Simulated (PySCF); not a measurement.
## UHF on Al (aluminium, neutral)

Configuration: [Ne] 3s2 4s1, 2S determinant (an excited configuration). Computed with PySCF 2.14 in dyall-acv3z, with the spin-free X2C one-electron Hamiltonian (Gaussian nucleus).

```json
{
 "Total energy": "-242.208028 hartree",
 "One-electron energy": "-335.3915 hartree",
 "Hartree (Coulomb) energy": "111.1973 hartree",
 "Exchange energy": "-18.0138 hartree",
 "⟨S²⟩": "0.7501",
 "⟨L²⟩": "0.000",
 "Sum of ⟨r⟩": "17.50 bohr",
 "Sum of ⟨r²⟩": "80.38 bohr²",
 "Langevin diamagnetic susceptibility": "-63.7 ×10⁻⁶ cm³/mol"
}
```

| shell | electrons | mean orbital energy (hartree) | rms radius, mean of both spins (bohr) |
| --- | --- | --- | --- |
| 1s α | 1 | -58.77666 | 0.139 |
| 1s β | 1 | -58.77550 | 0.139 |
| 2s α | 1 | -5.08251 | 0.675 |
| 2s β | 1 | -5.08021 | 0.675 |
| 2p α | 3 | -3.36668 | 0.674 |
| 2p β | 3 | -3.36578 | 0.674 |
| 3s α | 1 | -0.51180 | 2.61 |
| 3s β | 1 | -0.50402 | 2.61 |
| 4s α | 1 | -0.09644 | 7.94 |

The outer electron is Rydberg-like, and this basis confines it to a smaller radius and binds it less than a complete one would.

Densities and radii are taken from the X2C orbitals without a picture-change correction, which distorts them close to the nucleus.
